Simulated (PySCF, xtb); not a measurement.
Mg(OMe)(SiH3) (CH₆MgOSi), SMILES [SiH3][Mg][O]C.

GFN2-xTB (xtb) at its own geometry gives an orbital gap of 3.35 eV and a dipole moment of 3.05 D.

Coordinates come from a B3LYP-D3(BJ)/def2-SVP optimisation. Other conformers were not sampled.

Question: What does PBE/def2-TZVP run with PySCF give? (Estimate from the structure and the level; the computed values follow.)

Answer: gap 3.98 eV (levels -5.63 and -1.66 eV), dipole 0.27 D.
